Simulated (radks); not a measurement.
Q: Coherent X-ray form factor from a spherical all-electron density. All-electron calculation, Dirac Kohn-Sham, LDA (Slater exchange, Perdew-Wang correlation), spin-unpolarised, spherical densities, finite nucleus; Fermi nuclear charge, rms radius of each element as measured or else 0.836 A^(1/3) + 0.57 fm. Program: a radial shooting solver on a logarithmic mesh with Libxc functionals.

sin(theta)/lambda (1/angstrom),f0 (electrons)
0.05,33.538
0.1,32.263
0.15,30.453
0.2,28.425
0.25,26.421
0.3,24.575
0.4,21.440
0.5,18.840
0.6,16.538
0.8,12.623
1,9.768
1.25,7.587
1.5,6.394
2,5.063

The species is in the configuration that NIST lists as its ground one. Which atom or ion scatters so?

A: The krypton ion Kr2+, [Ar] 3d10 4s2 4p4. Extrapolating in s^2 from the first two rows gives f0(0) = 34.0, near the electron count 34; among species with that count, the fall with angle is slower the higher Z, and the table is that of Z = 36; from so few rows the species is fixed only to a neighbour or two.
